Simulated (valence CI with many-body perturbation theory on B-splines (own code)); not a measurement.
**Ta49+: calculated level list**

Calculated by configuration interaction combined with many-body perturbation theory (CI+MBPT): six valence electrons over a frozen Dirac-Fock core [Ar], radial functions for each j: 7 s, 7 p, 8 d, 6 f, 4 g, 1 h, with the one-electron correlation potential Σ1 (screened to all orders), the two-electron term Σ2, the three-electron term Σ3, Breit, model QED; selected single and double excitations, second order for the rest, scaled by the run's own slope (own B-spline code, finite nucleus).

The last digits are not significant, and no measured levels were compared; by estimate large intervals hold to a few tenths of a per cent, small ones and those within an open d or f shell to about a per cent. Core correlation moves these levels by up to 15000 cm⁻¹, and in measured spectra 5 to 20 % of such shifts remained as error; rates that hang on mixing are uncertain with them. Among the levels kept, up to 1000 cm⁻¹ of a level comes from second order outside the variational space, and about a tenth of that is noise between levels of different J, which matters for small intervals. The list stops below the first excitations out of the core. Only levels of the ground parity were solved; by the run's estimate the other parity begins above the list, which can be wrong where configurations are misplaced.

Levels 1 to 33 of 33, with energies above the lowest level, (3d3/2^4 3d5/2^2) J=4. "Leading %" is the weight of the configuration and term that name the level; weights of strongly mixed levels are sums over their largest components and can fall short, so below about 35 % the name and the second component can differ from the true leading terms, or belong to a minority configuration. In the jj column 3d3/2^4 stands for four electrons in 3d with j = 3/2. Lifetimes count E1, E2, E3, M1 and M2 decay at the calculated energies, and are blank where another channel may lead or the interval is too uncertain; long ones can be off by a factor of two.

| No. | Configuration | Term | J | E (eV) | Leading % | Lifetime | Leading jj |
| --- | --- | --- | --- | --- | --- | --- | --- |
| 1 | 3d6 | 3F | 4 | 0.00 | 41 |  | 3d3/2^4 3d5/2^2 (98 %) |
| 2 | 3d6 | 3P | 2 | 7.53 | 40 | 53.6 s | 3d3/2^4 3d5/2^2 (97 %) |
| 3 | 3d6 | 3P | 0 | 24.96 | 53 | 228 ms | 3d3/2^4 3d5/2^2 (92 %) |
| 4 | 3d6 | 5D | 3 | 58.57 | 62 | 362 ns | 3d3/2^3 3d5/2^3 (97 %) |
| 5 | 3d6 | 5D | 4 | 60.08 | 45 | 402 ns | 3d3/2^3 3d5/2^3 (97 %) |
| 6 | 3d6 | 5D | 1 | 63.34 | 48 | 330 ns | 3d3/2^3 3d5/2^3 (98 %) |
| 7 | 3d6 | 3H | 6 | 67.74 | 67 | 38.1 ms | 3d3/2^3 3d5/2^3 (100 %) |
| 8 | 3d6 | 3G | 5 | 67.81 | 61 | 1.84 μs | 3d3/2^3 3d5/2^3 (100 %) |
| 9 | 3d6 | 3F | 2 | 74.49 | 48 | 596 ns | 3d3/2^3 3d5/2^3 (97 %) |
| 10 | 3d6 | 3D | 3 | 75.90 | 32 | 889 ns | 3d3/2^3 3d5/2^3 (98 %) |
| 11 | 3d6 | 3P | 0 | 85.10 | 68 |  | 3d3/2^3 3d5/2^3 (90 %) |
| 12 | 3d6 | 1G | 4 | 89.24 | 43 | 15.9 μs | 3d3/2^3 3d5/2^3 (96 %) |
| 13 | 3d6 | 3D | 2 | 89.89 | 33 | 2.89 μs | 3d3/2^3 3d5/2^3 (92 %) |
| 14 | 3d6 | 3P | 1 | 90.05 | 64 | 791 ns | 3d3/2^3 3d5/2^3 (97 %) |
| 15 | 3d6 | 3F | 3 | 91.91 | 56 | 1.30 μs | 3d3/2^3 3d5/2^3 (100 %) |
| 16 | 3d6 | 5D | 2 | 122.80 | 63 | 166 ns | 3d3/2^2 3d5/2^4 (97 %) |
| 17 | 3d6 | 5D | 0 | 125.84 | 64 | 149 ns | 3d3/2^2 3d5/2^4 (97 %) |
| 18 | 3d6 | 3H | 4 | 128.77 | 42 | 205 ns | 3d3/2^2 3d5/2^4 (99 %) |
| 19 | 3d6 | 5D | 3 | 132.08 | 30 | 221 ns | 3d3/2^2 3d5/2^4 (95 %) |
| 20 | 3d6 | 3H | 5 | 132.82 | 61 | 362 ns | 3d3/2^2 3d5/2^4 (100 %) |
| 21 | 3d6 | 1I | 6 | 136.08 | 67 | 606 ns | 3d3/2^2 3d5/2^4 (100 %) |
| 22 | 3d6 | 3F | 3 | 139.41 | 41 | 325 ns | 3d3/2^2 3d5/2^4 (98 %) |
| 23 | 3d6 | 3D | 1 | 142.03 | 50 | 265 ns | 3d3/2^2 3d5/2^4 (96 %) |
| 24 | 3d6 | 1G | 4 | 143.85 | 51 | 422 ns | 3d3/2^2 3d5/2^4 (97 %) |
| 25 | 3d6 | 3F | 2 | 145.14 | 35 | 360 ns | 3d3/2^2 3d5/2^4 (96 %) |
| 26 | 3d6 | 3F | 2 | 156.48 | 68 | 234 ns | 3d3/2^2 3d5/2^4 (98 %) |
| 27 | 3d6 | 3F | 4 | 160.94 | 62 | 366 ns | 3d3/2^2 3d5/2^4 (98 %) |
| 28 | 3d6 | 1D | 2 | 178.47 | 79 | 387 ns | 3d3/2^2 3d5/2^4 (97 %) |
| 29 | 3d6 | 3P | 1 | 193.36 | 61 | 98.3 ns | 3d3/2 3d5/2^5 (99 %) |
| 30 | 3d6 | 1S | 0 | 195.54 | 80 | 271 ns | 3d3/2^2 3d5/2^4 (94 %) |
| 31 | 3d6 | 1G | 4 | 205.55 | 38 | 145 ns | 3d3/2 3d5/2^5 (98 %) |
| 32 | 3d6 | 3P | 2 | 211.53 | 33 | 152 ns | 3d3/2 3d5/2^5 (97 %) |
| 33 | 3d6 | 3F | 3 | 213.61 | 38 | 162 ns | 3d3/2 3d5/2^5 (98 %) |

The ionisation energy to 3d5 4P_5/2 of the next ion comes out as 4409.2 eV (NIST: 4410 ± 4 eV (theoretical)). All 33 levels together are meant to be complete up to 251.12 eV.
